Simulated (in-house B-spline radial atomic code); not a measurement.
**OLYP excitations of F7+**

Method: OLYP. Computed with an all-electron radial atomic-structure program (B-spline basis): linear response of the closed shell 1s2 with the functional's adiabatic kernel; non-relativistic, point nucleus, no spin-orbit coupling, no double excitations, S, P, D and F terms only.

Command:
```bash
python run_td.py task.json out
```
Settings (radii: box in bohr, nucleus in fm):
```
Z                        9
electrons                2
configuration            1s2
hamiltonian              nr
method                   optx,lyp
box_radius               12.81
intervals                47
```

Time taken, with all properties: 1 thread of Intel(R) Xeon(R) 6975P-C (Granite Rapids) (shared host).

The lowest states, in the order of their Tamm-Dancoff energies; the method's threshold (minus the highest occupied level) is 900.51 eV. Labels give the largest channel, * marks a mixed state, and oscillator strengths are full-response dipole values. Semilocal kernels can invert the small singlet-triplet splittings of Rydberg terms. Energies in eV:

```
     state  full response  Tamm-Dancoff  oscillator strength
1s → 2s 3S         691.71        691.75                    -
1s → 2p 3P              ?             ?                    -
1s → 2s 1S         706.35        706.52                    -
1s → 2p 1P              ?             ?                    ?
1s → 3s 3S         817.89        817.90                    -
1s → 3d 3D         820.43        820.43                    -
1s → 3s 1S         820.67        820.71                    -
1s → 3p 3P         821.28        821.30                    -
1s → 3d 1D         822.49        822.50                    -
1s → 3p 1P         823.37        823.38                0.131
```

(1) Where does 1s → 2p 3P lie?

(2) Where does 1s → 2p 1P lie?

(3) How large is the singlet-triplet splitting of 1s → 2s (S terms) in Tamm-Dancoff?

(4) What polarisabilities and dispersion coefficient does the method give?

Answers

(1) At 703.54 eV in full response, 703.59 eV in Tamm-Dancoff.

(2) At 715.44 eV in full response, 715.50 eV in Tamm-Dancoff, oscillator strength 0.631.

(3) 14.8 eV, from the unrounded values.

(4) Dipole 0.001654 bohr³, quadrupole 8.146e-05 bohr⁵, C6 6.386e-05 hartree·bohr⁶ for two such species.
